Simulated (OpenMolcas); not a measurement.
## Levels of Rb by method

```
Program             : OpenMolcas
Basis               : ANO-RCC-VQZP [8s7p4d2f1g]
Scalar Hamiltonian  : DKH2, point nucleus
Active space        : 1 electron in 9 orbitals (4d 5s 5p)
State averaging     : 2S+1 = 2 even, 1 root; 2S+1 = 2 odd, 3 roots
Spin-orbit coupling : RASSI with atomic mean-field integrals over the reference wave functions, term energies averaged over their components
```

Methods on the same reference wave functions:
A. CASSCF
B. SS-CASPT2, IPEA 0.25 Eh, imaginary shift 0.1 Eh (closed shells correlated: 4s 4p)

Energies in cm⁻¹ above 5s ²S_1/2, the measured ground level; measured values from NIST Handbook of Basic Atomic Spectroscopic Data.

| Level | A | B | Measured |
| --- | --- | --- | --- |
| 5s ²S_1/2 | 0.0 | 0.0 | 0.0 |
| 5p ²P°_1/2 | 10738 | 12522 | 12579 |
| 5p ²P°_3/2 | 10873 | 12657 | 12817 |

Deviations, from unrounded energies. A percentage is the sum of absolute deviations over the sum of measured energies, with the sign that they share, or ± where signs differ.

```
           Against measurement  Levels      A     B
mean absolute deviation (cm-1)       2   1900   110
      other configurations (%)       2  -14.9  -0.9
```

B lies closest to measurement on these levels. The largest miss of B in the table is 5p ²P°_3/2, by -160 cm-1. The ranking rests on the paired levels alone, and a cruder setting can come out closer through cancelling errors.

The lowest spin-free term lies below A's lowest term by 0.208 hartree in B.

ANO sets are built for ground and valence states and can reach diffuse excited orbitals poorly. No level of 4d was computed, though it lies in the active space. With one active electron the reference holds no correlation, so core polarisation is missing (holds for A). With one active electron, CASPT2 adds the correlation within the correlated inactive shells and between them and that electron, and leaves the splitting within a term as the reference gives it (holds for B). Measured partners are found by configuration, term and J. A level has none where our copy of the source lacks it or the pairing is in doubt (some pairs that miss far off the trend of their configuration count as doubtful), and it then counts in no deviation. Only configurations of the active space appear.

° marks odd parity.
